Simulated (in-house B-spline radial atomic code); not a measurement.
A calculation on N⁵⁺ (an excited or competing configuration): its settings, and results tabulated from the run. Level of theory: non-relativistic Hartree-Fock with fractional occupations, spin-polarised, spherical fractional occupations, point nucleus; calculated with a B-spline radial code for spherical atoms.

In the input, 3d5,1 would mean five up and one down electron.

Command:
```bash
python run_scf.py task.json out
```
Settings:
```
Z                7
configuration    1s1,0 2p0,1
hamiltonian      nr
method           hf,
spin_polarised   True
```

Output (hartree, bohr):
```
 radial grid: 36 intervals, B-splines of order 8, outer radius 7.0175 bohr

 iter        energy (Eh)    residual
    1         -28.348978    3.22e-01
    2         -28.703054    3.20e-02
    3         -28.704851    1.76e-02
    4         -28.705383    9.62e-03
    5         -28.705605    9.07e-04
    6         -28.705607    3.20e-06
    7         -28.705607    2.98e-08

 total energy                       -28.70561
 kinetic                              28.7056
 electron-nucleus                    -59.1634
 Hartree                               4.1451
 exact exchange                       -2.3929

 orbital      occ     eigenvalue          <r>       <r^2>       <1/r>       r_max
 1s up      1.000       -23.0658     0.214783   0.0615672      6.9895      0.1429
 2p down    1.000        -3.8877     0.861533    0.895888     1.46242      0.6822
```

Run time, properties included: 0.03 s on 1 thread of Intel(R) Xeon(R) 6975P-C, on a shared host.

Caution: exact exchange at fractional occupations of open shells leaves self-interaction of up to several eV.
